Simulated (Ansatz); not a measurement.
`C[Se][SnH3]` at its PBE0-D4/def2-TZVP geometry, where that method's forces vanish. Total charge 0; spin multiplicity 1. Sn takes the def2 core potential.

| atom | x (Å) | y (Å) | z (Å) |
| --- | --- | --- | --- |
| C1 | 1.002 | 1.278 | 0.530 |
| Se2 | 1.239 | -0.666 | 0.604 |
| Sn3 | -0.943 | -1.281 | -0.501 |
| H4 | 0.933 | 1.617 | -0.502 |
| H5 | 0.121 | 1.579 | 1.093 |
| H6 | 1.889 | 1.707 | 0.992 |
| H7 | -2.234 | -0.619 | 0.402 |
| H8 | -1.025 | -2.981 | -0.533 |
| H9 | -0.982 | -0.634 | -2.083 |

Task: For each bond, give half the difference of the two atoms' forces along it (eV/Å; positive pushes the atoms apart) under PBE-D4, r2SCAN-D4, B3LYP-D4, ωB97M-V in def2-TZVPP. (An estimate is asked.)

Result: Ansatz gave: 
```csv
bond,length (Å),PBE-D4,r2SCAN-D4,B3LYP-D4,ωB97M-V
C1–Se2,1.960,0.19,0.18,0.32,0.06
C1–H4,1.088,0.09,-0.05,-0.09,-0.06
C1–H5,1.088,0.09,-0.05,-0.09,-0.06
C1–H6,1.089,0.11,-0.04,-0.10,-0.06
Se2–Sn3,2.522,0.15,0.04,0.20,-0.04
Sn3–H7,1.709,0.08,-0.01,0.01,-0.07
Sn3–H8,1.702,0.08,-0.02,0.00,-0.06
Sn3–H9,1.709,0.08,-0.01,0.01,-0.07
```

B3LYP here is the variant with VWN-RPA as its local correlation; programs differ in this.
